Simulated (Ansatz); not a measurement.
Reaction (hydrogenolysis of the Si–S bond): `C=C=C(O)[SiH2]S` + H₂ → `C=C=C(O)[SiH3]` + H₂S

Gas-phase electronic energies from Ansatz, PBE0-D4/def2-TZVP geometries. CCSD(T)/CBS is the MP2 limit (def2-TZVPP, def2-QZVPP) plus CCSD(T) − MP2 in def2-TZVPP, frozen cores. This one scheme is used for every species. Functionals use def2-TZVPP. Each species was taken in one conformer, which may not be the lowest.

```tsv
level	ΔE (kcal/mol)
PBE-D4	11.1
ωB97M-V	9.5
PBE	9.5
MP2/def2-TZVPP	11.3
```

Task: What does CCSD(T)/CBS give? (Best estimate.)

Result: The calculation gave: +9.9 kcal/mol. The listed levels differ from it by 1.2, -0.4, -0.4, 1.4 kcal/mol.

Largest T1 diagnostic among the species: 0.013.

The D4 term adds +2.5 kcal/mol with B3LYP and +1.4 kcal/mol with PBE0; it sums over pairs of atoms, weighted by their polarisabilities, and B3LYP, whose exchange is more repulsive, gets the larger term. In def2-TZVPP, CCSD(T) changes the Hartree–Fock value by +4.7 kcal/mol (the triples alone add +1.3 kcal/mol) and MP2 by +7.2 kcal/mol.

B3LYP here is the variant with VWN-RPA as its local correlation; programs differ in this.
